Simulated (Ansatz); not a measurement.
# Worked example: C2H2ClGa → GaCl + C2H2

Species: C2H2ClGa `C#[C][GaH][Cl]`, singlet; GaCl, singlet; C2H2 (acetylene) `C#C`, singlet. 

Shapes, held fixed at every level: PBE0-D4/def2-TZVP. Programs: Ansatz 0.2.0. The zero-point and thermal change to 298 K, harmonic and unscaled (PBE0-D4/def2-TZVP), is +5.0 kJ/mol.

At CCSD(T)/def2-TZVPP; 1 Eh = 2625.50 kJ/mol:

| species | energy (Eh) |
| --- | --- |
| C2H2ClGa | -2460.454727 |
| GaCl | -2383.250812 |
| C2H2 | -77.188819 |

Problem. Work out ΔH(298 K) of the reaction at this level.

Solution. 
1. Products less reactants: (-2383.250812) + (-77.188819) − [(-2460.454727)] = 0.015096 Eh = +39.6 kJ/mol.
2. With the thermal change: +39.6 + (+5.0) = +44.6 kJ/mol.

Other levels give +9.9 (B3LYP-D4/def2-TZVPP) to +58.2 kJ/mol (MP2/def2-TZVPP). No measured value is set beside it here. Relativity is left out for Ga unless named. Correlated rows may include outer-core shells of Ga, which these sets cover unevenly.
